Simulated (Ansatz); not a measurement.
The same path of FGeH3 + H2 (7 atoms, charge 0, multiplicity 1) was run twice with different band settings. Lost on the way: Ge1–F2, H6–H7. Made: Ge1–H6, F2–H7.

Level of theory: RHF/def2-SVP in Ansatz 0.2.0.

Relaxed end points:

```xyz
7
Properties=species:S:1:pos:R:3
Ge 0.611 0.000 -0.453
F -0.217 0.000 1.070
H 2.103 0.000 -0.132
H 0.176 1.268 -1.183
H 0.176 -1.268 -1.183
H -3.314 0.000 2.353
H -2.603 0.000 2.122
```

```xyz
7
Properties=species:S:1:pos:R:3
Ge -0.093 -0.005 -0.605
F -0.932 0.023 3.103
H 1.068 -0.009 0.390
H -0.032 1.251 -1.481
H -0.030 -1.254 -1.492
H -1.429 -0.010 0.154
H -1.623 0.004 2.525
```

Common settings: movable images 9; climbing image yes; optimiser quadratic models (default); start path through a guess of the saddle point; force threshold 0.03 eV/Å; iteration limit 60; end points relaxed.

| run | spring |
| --- | --- |
| 1 | 5.0 eV/Å² |
| 2 | 2.0 to 10.0 eV/Å², energy-weighted |

Task: What does each run give, and how far can it be trusted?

Result: Run 1: converged after 15 iterations, highest image 2.704 eV above the first end. Neighbouring images differ by up to 1.8 eV, so the band resolves the path poorly. A vibrational analysis at the climbing image gives 2 clearly imaginary modes (1686i, 112i cm⁻¹): a point of higher order, so a lower path passes nearby.
Run 2: converged after 10 iterations, highest image 2.704 eV above the first end. Another band between the same ends (9 images) ends at a top of the same energy, where a vibrational analysis finds 2 clearly imaginary modes.
The orbitals stay closed-shell, which can raise the energy where a bond breaks towards radicals; this wasn't checked here.
